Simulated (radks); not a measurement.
Task: All-electron atom: the barium ion Ba2+ in [Xe] (the NIST ground configuration). Calculated with a radial shooting solver on a logarithmic mesh with Libxc functionals: scalar-relativistic Kohn-Sham, XLYP, spin-unpolarised, spherical densities, finite nucleus; Fermi nuclear charge, rms radius 4.8378 fm. Some entries of the table are withheld. Estimate them.

orbital  occ.  eigenvalue (eV)  <r^2> (bohr^2)  r(max) (bohr)
1s          2        -37277.25       0.0008883        0.01642
2s          2        -5902.621         0.01421        0.09287
2p          6        -5294.776         0.01129        0.07462
3s          2        -1255.504         0.09742         0.2663
3p          6        -1060.630         0.09747         0.2606
3d         10              (1)         0.08389         0.2151
4s          2        -256.1080          0.5124         0.6248
4p          6              (2)          0.5823         0.6534
4d         10        -101.9654          0.7443         0.6950
5s          2              (3)           2.988          1.467
5p          6         -30.7133             (4)          1.664
5d          0         -12.9469           9.428          2.347
6s          0         -12.7312           16.99          3.645
4f          0         -10.2354           3.248         0.8249

Result: 
(1) 3d eigenvalue (eV): -777.4311
(2) 4p eigenvalue (eV): -193.2402
(3) 5s eigenvalue (eV): -45.8177
(4) 5p <r^2> (bohr^2): 4.085
